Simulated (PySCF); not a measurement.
From one molecule to another.

First species: C8H10O.
SMILES: `c1cccc(c1)COC`

Second species: C5H9NSi.
InChI=1S/C5H9NSi/c1-7-6-4-2-3-5-6/h2-5H,7H2,1H3

Levels: wB97X-D/def2-SVPD for dipole moment, HOMO energy, LUMO energy, HOMO–LUMO gap, static isotropic polarisability and electronic spatial extent ⟨r²⟩ about the centre of nuclear charge; TDDFT wB97X-D/def2-SVPD for lowest singlet excitation; TDA wB97X-D/def2-SVPD for lowest triplet excitation (Tamm–Dancoff); ΔSCF wB97X-D/def2-SVPD for vertical ionisation energy; PBE0-D3(BJ)/def2-SVP for rotational constant A and rotational constant C. Geometries: PBE0-D3(BJ)/def2-SVP. Each structure is a single optimised conformer of the isolated species, non-relativistic unless stated; the electronic structure was computed with PySCF and density fitting.

Dipoles, sizes and rotational constants follow the conformer. The torsions of the flexible species, by atom-mapped SMILES:
- `[CH3:1][O:2][CH2:3][c:4]1[cH:5][cH:6][cH:7][cH:8][cH:9]1`: C1–O2–C3–C4 70°, O2–C3–C4–C5 -142°
- `[CH3:1][SiH2:2][n:3]1[cH:4][cH:5][cH:6][cH:7]1`: C1–Si2–N3–C4 -123°

```tsv
property	column X	column Y
dipole moment	1.15 D	1.97 D
HOMO energy	-8.92 eV	-7.96 eV
LUMO energy	1.33 eV	2.02 eV
HOMO–LUMO gap	10.25 eV	9.98 eV
lowest singlet excitation	5.41 eV	6.18 eV
lowest triplet excitation (Tamm–Dancoff)	4.16 eV	4.28 eV
static isotropic polarisability	96.6 au	90.3 au
vertical ionisation energy	9.00 eV	8.10 eV
electronic spatial extent ⟨r²⟩ about the centre of nuclear charge	1305 bohr²	1028 bohr²
rotational constant A	3.651 GHz	5.503 GHz
rotational constant C	0.940 GHz	1.219 GHz
```

(1) Which column belongs to which species?

(2) How does each property change from the first species to the second?

Answers

(1) Column X is the first species and column Y the second. The first has 19 atoms and 66 electrons, the second 16 and 60.

(2) dipole moment +0.82 D; HOMO energy +0.96 eV; LUMO energy +0.69 eV; HOMO–LUMO gap -0.27 eV; lowest singlet excitation +0.77 eV; lowest triplet excitation (Tamm–Dancoff) +0.12 eV; static isotropic polarisability -6.3 au; vertical ionisation energy -0.90 eV; electronic spatial extent ⟨r²⟩ about the centre of nuclear charge -277 bohr²; rotational constant A +1.852 GHz; rotational constant C +0.279 GHz.

On the first: The polarisability is 14.31 Å³ as a volume (1 au = 0.148185 Å³), or 1.46 au for each of the 66 electrons. A dipole of 1.15 D is allowed in C1, and pure rotational transitions are dipole-allowed.

On the second: S1 lies 3.80 eV below the HOMO–LUMO gap; its leading configuration is HOMO→LUMO, weight 0.50. The polarisability is 13.38 Å³ as a volume (1 au = 0.148185 Å³), or 1.50 au for each of the 60 electrons.
